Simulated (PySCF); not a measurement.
Cost against size for one kind of job: GIAO PBE0/pcSseg-1 NMR shielding, non-relativistic, gas phase in PySCF 2.14.0, density-fitted response routines; work: shieldings, charges and field gradients. Hardware: Arm Neoverse V1, one thread, no GPU (shared host). The host was shared with other jobs, so the times are rough.

| species (SMILES) | atoms | electrons | basis functions | SCF cycles | wall time |
| --- | --- | --- | --- | --- | --- |
| BP[SiH2]N | 11 | 48 | 117 | 12 | ? |
| O=CN([SiH3])[SiH3] | 12 | 56 | 134 | 13 | 13 s |
| CC(C)C(=O)O | 14 | 48 | 142 | 14 | ? |
| C#CC#CCCCl | 12 | 58 | 151 | 15 | 15 s |
| [H]/P=C(\CC)C(F)(F)F | 14 | 72 | 173 | 14 | 22 s |
| CC/C=P\C(F)(F)F | 14 | 72 | 173 | 14 | 22 s |
| CC/C=C(\[SiH2][SiH3])[S@@](C)=O | 23 | 96 | 244 | 15 | 56 s |

Estimate the withheld figures.

`BP[SiH2]N`: 8.5 s; `CC(C)C(=O)O`: 13 s.

With all rows, how does the wall time grow with the number of basis functions N?

A straight line through log(time) against log(N) has slope 2.5 between N = 117 and 244, and the rows scatter about it by a factor of about 1.1 (standard error of the fit). This is a fit to these rows, whose iteration counts differ, not the method's formal scaling.

Which species took longest, and how many times the shortest run?

`CC/C=C(\[SiH2][SiH3])[S@@](C)=O`, at 56 s: about 6.6 times the shortest (8.5 s).
